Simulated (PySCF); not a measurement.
# Computed records: BClH3Si, BH5NSi2, AlBH4NSi, BFH5Si2 and others

Computed with PySCF 2.14.0. Calculation on a computer-drawn molecule: the log of a Hartree-Fock and frozen-core CCSD(T) single point meant for a local Hartree-Fock minimum, with one planted fault or none, to be diagnosed. Offsets are logged minus clean, where the clean run is the same molecule without the fault. The reference is restricted for singlets and unrestricted otherwise, and also for a bond in bohr or an excited solution. Adding or removing an electron swaps singlet and doublet. The excited solution moves the top pair (singlet) or top alpha electron (doublet) to the lowest empty orbital. Highest occupied and lowest empty are orbital energies over both spins, largest force is the largest gradient component, triples share is (T) over the correlation energy, the T1 limit is 0.02 restricted and 0.045 unrestricted, electrons count all cores, a negative frequency is imaginary (commonest isotopes), and the dipole is about the centre of nuclear charge.

Common to all runs: meant multiplicity 1; logged SCF converged yes; logged spin squared 0; logged CC converged yes; logged SCF stable within its kind yes; possible faults no fault, one electron removed, one electron added, multiplicity raised by two, geometry at a saddle point, SCF held on an excited solution, minimal basis STO-3G, one bond length entered in bohr, all coordinates scaled.

```yaml
- entry: 1
  formula: BClH3Si
  logged_structure:
    atoms_angstrom:
      - [B, 1.1452, 1.3827, 0.2896]
      - [Si, 0.1098, -0.2648, -0.3209]
      - [Cl, 0.9026, -2.0551, -0.0864]
      - [H, 1.8718, 1.8991, -0.4965]
      - [H, 0.9809, 1.7535, 1.4068]
      - [H, -1.2154, -0.2777, -0.9422]
  given:
    meant_charge: 1
    meant_basis: "cc-pV(D+d)Z"
    logged_electrons: 38
    logged_basis_functions: 75
    "logged_highest_occupied [eV]": -17.7
    "logged_lowest_empty [eV]": -5.4858
    "logged_largest_force [hartree/bohr]": 7.0008e-06
    "logged_lowest_frequency [cm^-1]": 171.08
    logged_T1_diagnostic: 0.014461
    logged_D1_diagnostic: 0.04605
    logged_triples_share: 0.026427
    "logged_dipole_magnitude [debye]": 4.0429
    "logged_energy_HF [hartree]": -774.59217
    "logged_energy_CCSD(T) [hartree]": -774.93591
    drawn_bonds_atom: [1, 2, 1, 1, 2]
    drawn_bonds_other_atom: [2, 3, 4, 5, 6]
    drawn_bonds_order: [1, 1, 1, 1, 1]
  results:
    planted_fault: "no fault"
    "HF_energy_offset_from_clean_run [kcal/mol]": 0.0
    "CCSD(T)_energy_offset_from_clean_run [kcal/mol]": 0.0
- entry: 2
  formula: BH5NSi2
  logged_structure:
    atoms_angstrom:
      - [B, -0.7536, -0.9811, 3.4496]
      - [Si, -0.2142, -2.5496, 2.2797]
      - ["N", 0.5849, -2.3573, 0.9018]
      - [Si, 1.3743, -2.2153, -0.4695]
      - [H, -1.8101, -0.4608, 3.2706]
      - [H, -0.0037, -0.6032, 4.2943]
      - [H, -0.5538, -3.9207, 2.6831]
      - [H, 0.6704, -2.0542, -1.7394]
      - [H, 2.8345, -2.2261, -0.5113]
  given:
    meant_charge: 1
    meant_basis: "cc-pV(D+d)Z"
    logged_electrons: 44
    logged_basis_functions: 99
    "logged_highest_occupied [eV]": -15.694
    "logged_lowest_empty [eV]": -3.5457
    "logged_largest_force [hartree/bohr]": 2.4276e-05
    "logged_lowest_frequency [cm^-1]": 108.55
    logged_T1_diagnostic: 0.018947
    logged_D1_diagnostic: 0.055063
    logged_triples_share: 0.031177
    "logged_dipole_magnitude [debye]": 0.6566
    "logged_energy_HF [hartree]": -659.64971
    "logged_energy_CCSD(T) [hartree]": -660.11787
    drawn_bonds_atom: [1, 2, 3, 1, 1, 2, 4, 4]
    drawn_bonds_other_atom: [2, 3, 4, 5, 6, 7, 8, 9]
    drawn_bonds_order: [1, 1, 2, 1, 1, 1, 1, 1]
  results:
    planted_fault: "no fault"
    "HF_energy_offset_from_clean_run [kcal/mol]": 0.0
    "CCSD(T)_energy_offset_from_clean_run [kcal/mol]": 0.0
- entry: 3
  formula: BH5NSi2
  logged_structure:
    atoms_angstrom:
      - [B, -0.7536, -0.9811, 3.4496]
      - [Si, -0.2142, -2.5496, 2.2797]
      - ["N", 0.5849, -2.3573, 0.9018]
      - [Si, 1.3743, -2.2153, -0.4695]
      - [H, -1.8101, -0.4608, 3.2706]
      - [H, -0.0037, -0.6032, 4.2943]
      - [H, -0.5538, -3.9207, 2.6831]
      - [H, 0.6704, -2.0542, -1.7394]
      - [H, 2.8345, -2.2261, -0.5113]
  given:
    meant_charge: 1
    meant_basis: "cc-pV(D+d)Z"
    logged_electrons: 44
    logged_basis_functions: 33
    "logged_highest_occupied [eV]": -13.204
    "logged_lowest_empty [eV]": 0.66061
    "logged_largest_force [hartree/bohr]": 0.018896
    logged_T1_diagnostic: 0.029756
    logged_D1_diagnostic: 0.093985
    logged_triples_share: 0.03591
    "logged_dipole_magnitude [debye]": 0.73672
    "logged_energy_HF [hartree]": -652.00509
    "logged_energy_CCSD(T) [hartree]": -652.24733
    drawn_bonds_atom: [1, 2, 3, 1, 1, 2, 4, 4]
    drawn_bonds_other_atom: [2, 3, 4, 5, 6, 7, 8, 9]
    drawn_bonds_order: [1, 1, 2, 1, 1, 1, 1, 1]
  results:
    planted_fault: "minimal basis STO-3G"
    "HF_energy_offset_from_clean_run [kcal/mol]": 4797
    "CCSD(T)_energy_offset_from_clean_run [kcal/mol]": 4939
  notes: ["T1 above single-reference limit"]
- entry: 4
  formula: AlBH4NSi
  logged_structure:
    atoms_angstrom:
      - [B, -0.7612, 0.4308, -0.8961]
      - [Si, -0.0371, -1.6291, -1.1934]
      - ["N", 1.2981, -2.301, -0.3009]
      - [Al, 2.6653, -3.1025, 0.562]
      - [H, -1.68, 0.6637, -0.0119]
      - [H, -0.2555, 1.3939, -1.6009]
      - [H, -0.7839, -2.5338, -2.283]
      - [H, 3.9371, -3.8231, 1.3763]
  given:
    meant_charge: 1
    meant_basis: "cc-pV(D+d)Z"
    logged_electrons: 42
    logged_basis_functions: 94
    "logged_highest_occupied [eV]": -14.172
    "logged_lowest_empty [eV]": -3.6609
    "logged_largest_force [hartree/bohr]": 0.044917
    logged_T1_diagnostic: 0.022551
    logged_D1_diagnostic: 0.06256
    logged_triples_share: 0.038794
    "logged_dipole_magnitude [debye]": 3.0232
    "logged_energy_HF [hartree]": -612.0071
    "logged_energy_CCSD(T) [hartree]": -612.45046
    drawn_bonds_atom: [1, 2, 3, 1, 1, 2, 4]
    drawn_bonds_other_atom: [2, 3, 4, 5, 6, 7, 8]
    drawn_bonds_order: [1, 1, 2, 1, 1, 1, 1]
  results:
    planted_fault: "all coordinates scaled, by +8.7 %"
    "HF_energy_offset_from_clean_run [kcal/mol]": 33.69
    "CCSD(T)_energy_offset_from_clean_run [kcal/mol]": 21.81
  notes: ["T1 above single-reference limit"]
- entry: 5
  formula: BFH5Si2
  logged_structure:
    atoms_angstrom:
      - [B, 0.0242, -1.9305, 0.1049]
      - [Si, 0.8888, -0.1991, 0.0184]
      - [Si, 1.1261, 1.247, 1.7999]
      - [F, 0.4496, 0.4582, 2.9204]
      - [H, 0.6571, -2.8396, 0.3626]
      - [H, -1.0939, -1.988, -0.0951]
      - [H, 1.4033, 0.1853, -1.235]
      - [H, 0.4172, 2.4086, 1.4832]
      - [H, 2.4965, 1.3976, 2.0268]
  given:
    meant_charge: 1
    meant_basis: "cc-pV(D+d)Z"
    logged_electrons: 46
    logged_basis_functions: 99
    "logged_highest_occupied [eV]": -16.782
    "logged_lowest_empty [eV]": -5.6828
    "logged_largest_force [hartree/bohr]": 0.048976
    logged_T1_diagnostic: 0.01416
    logged_D1_diagnostic: 0.031669
    logged_triples_share: 0.020436
    "logged_dipole_magnitude [debye]": 4.6255
    "logged_energy_HF [hartree]": -704.62483
    "logged_energy_CCSD(T) [hartree]": -705.11932
    drawn_bonds_atom: [1, 2, 3, 1, 1, 2, 3, 3]
    drawn_bonds_other_atom: [2, 3, 4, 5, 6, 7, 8, 9]
    drawn_bonds_order: [1, 1, 1, 1, 1, 1, 1, 1]
  results:
    planted_fault: "all coordinates scaled, by -4.5 %"
    "HF_energy_offset_from_clean_run [kcal/mol]": 11.11
    "CCSD(T)_energy_offset_from_clean_run [kcal/mol]": 13.53
- entry: 6
  formula: BH4OSi
  logged_structure:
    atoms_angstrom:
      - [B, -1.807, 0.7014, 0.2434]
      - [Si, 0.0299, 0.8596, -0.0462]
      - [O, 1.2685, 0.7922, 1.1287]
      - [H, -2.2768, 0.5295, 1.3491]
      - [H, -2.5514, 0.7732, -0.7089]
      - [H, 0.7845, 1.0704, -1.308]
      - [H, 0.9237, 0.6589, 1.9952]
  given:
    meant_charge: -1
    meant_basis: "aug-cc-pV(D+d)Z"
    logged_electrons: 32
    logged_basis_functions: 23
    "logged_highest_occupied [eV]": 4.136
    "logged_lowest_empty [eV]": 16.155
    "logged_largest_force [hartree/bohr]": 0.084718
    logged_T1_diagnostic: 0.018554
    logged_D1_diagnostic: 0.07359
    logged_triples_share: 0.017441
    "logged_dipole_magnitude [debye]": 3.1698
    "logged_energy_HF [hartree]": -385.89541
    "logged_energy_CCSD(T) [hartree]": -386.0753
    drawn_bonds_atom: [1, 2, 1, 1, 2, 3]
    drawn_bonds_other_atom: [2, 3, 4, 5, 6, 7]
    drawn_bonds_order: [1, 1, 1, 1, 1, 1]
  results:
    planted_fault: "minimal basis STO-3G"
    "HF_energy_offset_from_clean_run [kcal/mol]": 3085
    "CCSD(T)_energy_offset_from_clean_run [kcal/mol]": 3270
  notes: ["highest electron not bound in this basis"]
```
